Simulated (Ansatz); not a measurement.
`C#CCOC` and `COCS[SiH3]` differ in one atom or group.

Ansatz, PBE0-D4/def2-TZVP geometries, multiplicity 1. Each molecule was computed in one conformer, which needn't be the lowest.

```tsv
property	`C#CCOC`
HOMO–LUMO gap (ωB97M-V/def2-TZVPP) / eV	12.32
LUMO energy (PBE/def2-TZVPP) / eV	-0.52
size of the dipole moment (B3LYP/def2-TZVPP) / D	1.50
LUMO energy (PBE0/def2-TZVPP) / eV	0.52
HOMO–LUMO gap (PBE/def2-TZVPP) / eV	5.54
size of the dipole moment (ωB97M-V/def2-TZVPP) / D	1.51
```

Task: What does the change do to each property? (Estimate.)

Result: The calculation gave: 
```csv
property,`COCS[SiH3]`,shift
HOMO–LUMO gap (ωB97M-V/def2-TZVPP) / eV,11.36,-0.96
LUMO energy (PBE/def2-TZVPP) / eV,-0.66,-0.14
size of the dipole moment (B3LYP/def2-TZVPP) / D,1.14,-0.36
LUMO energy (PBE0/def2-TZVPP) / eV,0.25,-0.27
HOMO–LUMO gap (PBE/def2-TZVPP) / eV,5.28,-0.26
size of the dipole moment (ωB97M-V/def2-TZVPP) / D,1.11,-0.40
```

With PBE0 the HOMO rises by 0.40 eV and the LUMO falls by 0.27 eV, so the gap narrows by about 0.67 eV. PBE moves the HOMO by 0.13 eV and ωB97M-V by 0.54 eV. Dipoles are sizes alone; their direction can turn.

B3LYP here is the variant with VWN-RPA as its local correlation; programs differ in this.
